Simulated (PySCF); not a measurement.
# Simulated characterisation data

All values are calculated (PySCF 2.14.0 with density-fitted response routines): coordinates at the GFN2-xTB level, shielding tensors at PBE0/pcSseg-1 (GIAO). No relativistic terms, a single conformation, gas phase, equivalent nuclei averaged.

Scale: ¹H (31.72 ppm), ¹³C (186.93 ppm) vs TMS (reference shieldings calculated alike). Splittings of carbon signals by F and P are missing where no couplings were computed. Where no couplings were computed, multiplicities follow the n + 1 count of equivalent neighbours, and m marks all less simple cases (inequivalent or close neighbours, rings, F or P nearby). Shifts are as computed. Against solution values, carbons near 30 ppm lie about +3 ppm off and those near 130 ppm about +5 ppm. Of 1211 compounds with measured shifts, 218 miss one by over three times the rms of a fit or turn the order of signals round; such compounds aren't used in these exercises.

Compound 1 (C5H13OP). ¹H NMR (500 MHz, computed): δ 3.53 (s, 3H), 3.13 (m, 2H), 1.33 (m, 6H), -0.12 (m, 2H). ¹³C{¹H} NMR (computed): δ 84.0, 63.2, 13.2, -0.5. Structure: SMILES O(CP(=C)(C)C)C.

Compound 2 (C7H15OP). ¹H NMR (500 MHz, computed): δ 1.52 (m, 3H), 1.50 (m, 3H), 1.50 (m, 3H), 1.28 (m, 1H), 1.22 (m, 1H), 1.21 (m, 3H), 0.65 (m, 1H). ¹³C{¹H} NMR (computed): δ 34.2, 31.2, 30.7, 19.4, 18.4, 16.5, 13.6. Structure: `CC(C)P1(=O)[C@@H](C)[C@@H]1C`.
